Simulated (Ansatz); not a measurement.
Isolated molecules relaxed with PBE0-D4/def2-TZVP in Ansatz; ΔE leaves out vibrations. CCSD(T)/CBS adds triple-zeta CCSD(T) − MP2 to the extrapolated MP2 energy (def2 sets, frozen cores). DFT in def2-TZVPP. HSE06 is defined as in plane-wave codes. Each species was taken in one conformer, which may not be the lowest.

`B1C[NH][AlH][O]1` → `B[N]1[AlH][CH]1O`  (isomerisation)

`B1C[NH][AlH][O]1`:

Cartesian coordinates in Å:
```
B -0.515 0.431 1.156
C -0.707 -0.714 0.068
N 0.294 -0.522 -0.982
Al 1.261 0.888 -0.569
O 0.480 1.321 0.926
H -1.204 0.521 2.136
H -1.737 -0.673 -0.320
H -0.621 -1.696 0.559
H 0.281 -1.185 -1.736
H 2.469 1.632 -1.237
```

`B[N]1[AlH][CH]1O`:

```xyz
10

B     0.062    0.821   -1.409
N     0.315    0.474   -0.085
Al    1.011    0.344    1.533
C    -0.522   -0.487    0.744
O    -0.443   -1.819    0.345
H     0.783    1.597   -1.973
H    -0.886    0.344   -1.983
H     2.198    0.794    2.458
H    -1.554   -0.137    0.827
H    -0.964   -1.930   -0.459
```

```tsv
level	ΔE (eV)
ωB97X-V	4.07
HSE06	3.98
```

Task: What does CCSD(T)/CBS give? (An estimate is asked.)

Result: The calculation gave: +4.10 eV. The listed levels differ from it by -0.03, -0.12 eV.

Task: What do rigid-rotor, harmonic-oscillator terms from PBE0-D4/def2-TZVP frequencies (298.15 K, 1 bar) make of the CCSD(T)/CBS value? (Best estimate.)

Result: The calculation gave: ΔZPE = -0.11 eV, ΔH = +4.02 eV, ΔS = 24 J/(mol·K), ΔG = +3.95 eV.

Largest T1 diagnostic among the species: 0.014.

In def2-TZVPP, CCSD(T) changes the Hartree–Fock value by −0.20 eV (the triples alone add −0.05 eV) and MP2 by −0.14 eV. From PBE to PBE0 (25 % exact exchange), in def2-TZVPP and without D4, ΔE moves by +0.18 eV.
